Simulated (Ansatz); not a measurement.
Computed with Ansatz on PBE0-D4/def2-TZVP structures; ΔE is electronic, products minus reactants. CBS: MP2 limit from def2 TZ/QZ plus the TZ coupled-cluster correction, frozen cores. DFT in def2-TZVPP. For Ga outer-core shells are correlated without core-valence functions, which leaves a few kJ/mol of doubt a bond. Scalar relativity is left out up to krypton. One conformer a species, not always the lowest.

`B[SiH2]OBF` + `[NH2][GaH2]` → `B[NH][GaH2]` + `FBO[SiH3]`  (cleavage of the B–Si bond)

`B[SiH2]OBF`:

```xyz
10

B     0.630   -0.230    2.018
Si    0.616   -0.505    0.037
O    -0.857   -0.165   -0.658
B    -1.258    0.672   -1.624
F    -2.542    0.690   -1.949
H     1.625   -0.506    2.623
H    -0.296    0.204    2.634
H     1.662    0.356   -0.590
H     0.930   -1.924   -0.285
H    -0.511    1.408   -2.206
```

`[NH2][GaH2]`:

```xyz
6

N    -0.616    0.043   -0.726
Ga    0.556   -0.039    0.655
H    -0.344    0.093   -1.693
H    -1.615    0.044   -0.617
H     2.074   -0.030    0.291
H    -0.055   -0.112    2.090
```

`B[NH][GaH2]`:

```xyz
8

B    -0.764   -0.397    1.126
N     0.339   -0.432    0.265
Ga    0.553    0.627   -1.242
H    -0.815   -1.124    2.079
H    -1.656    0.373    0.893
H     1.074   -1.090    0.487
H    -0.600    1.628   -1.549
H     1.869    0.415   -2.058
```

`FBO[SiH3]`:

Z-matrix (Å, degrees):
```
Si
O 1 1.655
H 1 1.481 2 108.0
H 1 1.481 2 108.0 3 -119.2
H 1 1.485 2 110.1 3 120.4
B 2 1.342 1 134.0 3 -120.1
F 6 1.324 2 118.3 1 180.0
H 6 1.198 2 123.1 1 0.0
```

CCSD(T)/CBS gives -37.5 kcal/mol.

(1) Another level gave -37.8 kcal/mol. Which?
A. BHLYP/def2-TZVPP
B. r2SCAN0-D4/def2-TZVPP
C. MP2/def2-TZVPP
D. PBE-D4/def2-TZVPP

(2) What do rigid-rotor, harmonic-oscillator terms from PBE0-D4/def2-TZVP frequencies (298.15 K, 1 bar) make of the CCSD(T)/CBS value? (An estimate is asked.)

Largest T1 diagnostic among the species: 0.014.

## Answers

(1) B. r2SCAN0-D4 -37.8, PBE-D4 -36.0, MP2/def2-TZVPP -40.4, BHLYP -38.9 kcal/mol.

(2) Ansatz gave: ΔZPE = +0.6 kcal/mol, ΔH = -37.5 kcal/mol, ΔS = -7 J/(mol·K), ΔG = -36.9 kcal/mol.

Leaving LDA and LC-ωPBE aside and taking each functional with its dispersion term where it has one, the values, not all of them listed here, spread over 3.1 kcal/mol, from BHLYP-D4 to revPBE-D4. LDA lies −1.7 kcal/mol from PBE without D4. At CCSD(T), def2-SVP lies −4.3 kcal/mol from the extrapolated value and def2-TZVPP −1.0 kcal/mol.
